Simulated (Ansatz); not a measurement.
Cartesian coordinates (Å):
```xyz
8

C     -0.8602    -0.3500    -0.0875
N      0.1909     0.6225     0.2260
C      1.4447     0.1907     0.3661
N      2.5199    -0.2022     0.5325
H     -0.8079    -1.1666     0.6298
H     -0.7679    -0.7580    -1.0976
H     -1.8254     0.1418     0.0178
H      0.1060     1.5218    -0.2241
```
Charge 0, multiplicity 1.

The numbers are results of frozen-core CCSD(T)/cc-pVTZ // B3LYP-D3(BJ)/def2-TZVP (Ansatz, a program for electronic structure), not measurements.

```yaml
HF energy: -187.00671 Ha
MP2 correlation energy: -0.72096 Ha
```

Estimate the CCSD correlation energy, the (T) correction, the total energy and the T1 diagnostic.


| Item | Result |
|---|---|
| CCSD correlation energy | -0.73835 Ha |
| (T) correction | -0.03398 Ha |
| CCSD(T) total energy | -187.77904 Ha |
| T1 diagnostic | 0.013 |
